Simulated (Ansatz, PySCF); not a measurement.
C₅H₉O, doublet, geometry from GFN2-xTB. Base run: PySCF with PBE0/6-31G*.

The PySCF input:
```python
from pyscf import gto, scf, dft

mol = gto.M(
    atom='''
C     2.645437   -0.549776   -0.157172
C     1.321878   -0.053058   -0.538408
C     0.307764   -0.219628    0.642766
C    -1.030590    0.329333    0.212643
C    -1.973039   -0.692546   -0.370200
O    -1.303794    1.500484    0.300663
H     3.306316    0.063277    0.424503
H     2.896744   -1.585310   -0.283574
H     0.933323   -0.603737   -1.398053
H     1.356360    1.011461   -0.780733
H     0.236581   -1.273767    0.907886
H     0.680663    0.351495    1.493167
H    -2.830305   -0.202163   -0.823323
H    -1.458979   -1.302059   -1.109513
H    -2.319054   -1.349022    0.426561
''',
    basis='6-31g*',
    charge=0,
    spin=1,
    verbose=4,
)

mf = dft.UKS(mol)
mf.xc = 'pbe0'
mf.kernel()
```

The same geometry, method and basis name were run in Ansatz (a program for electronic structure) and PySCF, at each program's defaults and at the settings that a row names. The base is PySCF at its defaults. Differences at the defaults can come from grids, fitting, cores and function types together.

```json
[
 {"code and settings": "PySCF, defaults (exact integrals, its default grid, spherical functions)", "ΔE vs base (µEh)": "0.0", "basis functions": "102", "E (Eh)": "-270.78065", "SCF cycles": "12", "dipole (D)": "2.71"},
 {"code and settings": "Ansatz, defaults (factorised integrals, its default grid, Cartesian functions)", "ΔE vs base (µEh)": "-3606", "basis functions": "108", "E (Eh)": "-270.78426", "SCF cycles": "-", "dipole (D)": "-"},
 {"code and settings": "PySCF, density fitting with def2-universal-jkfit", "ΔE vs base (µEh)": "-71.3", "basis functions": "102", "E (Eh)": "-270.78072", "SCF cycles": "12", "dipole (D)": "2.71"},
 {"code and settings": "PySCF, fine grid", "ΔE vs base (µEh)": "7.5", "basis functions": "102", "E (Eh)": "-270.78064", "SCF cycles": "12", "dipole (D)": "2.71"},
 {"code and settings": "Ansatz, high accuracy, Cartesian functions as the basis file defines them", "ΔE vs base (µEh)": "-3603", "basis functions": "108", "E (Eh)": "-270.78425", "SCF cycles": "-", "dipole (D)": "-"}
]
```

Open shells are given as the SCF converged; they aren't shown to be the lowest states, and a large step between rows can be another state.
